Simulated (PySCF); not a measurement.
PySCF input (BP86/def2-SVP):

```python
from pyscf import gto, dft

mol = gto.M(
    atom='''
    O     1.39901660   -0.49795935    0.03366731
    B     0.19588406   -0.06972205    0.00471395
    O    -0.98129508   -0.92517319   -0.15754506
    O    -0.18219759    1.33930127    0.12954563
    H    -1.78320164   -0.46787925    0.10955747
    H    -1.08041008    1.48713965   -0.17847023
    ''',
    basis='def2-svp',
    charge=-1,
    spin=0,
    verbose=4,
)

mf = dft.RKS(mol, xc='bp86')
mf.grids.level = 3
mf.conv_tol = 1e-9
mf.max_cycle = 100
mf.max_memory = 1500
mf.kernel()
if not mf.converged:
    mf = mf.newton()
    mf.kernel(mf.make_rdm1())
mf.dip_moment()
```

**Question.** Predict the final energy.

**Answer.** -251.67944 Eh.
